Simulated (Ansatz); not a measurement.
Ansatz (an electronic-structure program) input:

Ansatz 0.2 input:
```yaml
crystal:
  periodic: [false, false, false]
  atoms:
    - {symbol: Cs, position_ang: [-0.00000000, -0.00000000, -1.88345197]}
    - {symbol: Au, position_ang: [0.00000000, 0.00000000, 1.31126403]}
basis:
  gaussian:
    orbitals: def2-TZVP
hamiltonian:
  xc: {name: SVWN5}
relax: {f_tol: 0.003, max_steps: 100}
```

Problem. Which total energy does the run end on?

Solution. -155.69232 Eh (SVWN5/def2-TZVP). The basis has 69 functions.
